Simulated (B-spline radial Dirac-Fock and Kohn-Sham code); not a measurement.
## Photoionisation of potassium ions at Ga Kα (9251.7 eV)

The computed values come from a radial atomic solver: independent-particle photoionisation in a Dirac-Hartree-Slater potential with a Latter tail, all multipoles, thresholds from Dirac-Fock ΔSCF. Cross sections in kb; a dash marks an empty subshell or a threshold above the photon energy.

| ion | configuration | total | 1s | 2s | 2p1/2 | 2p3/2 | 3s |
| --- | --- | --- | --- | --- | --- | --- | --- |
| K⁷⁺ | [Ne] 3s2 | 6.424 | 5.82 | 0.412 | 0.0429 | 0.0811 | 0.0703 |
| K⁹⁺ | [He] 2s2 2p6 | 6.367 | 5.82 | 0.416 | 0.0437 | 0.0827 | – |
| K¹³⁺ | [He] 2s2 2p2 | 6.425 | 5.88 | 0.492 | 0.0186 | 0.0352 | – |
| K¹⁷⁺ | 1s2 | 5.925 | 5.93 | – | – | – | – |
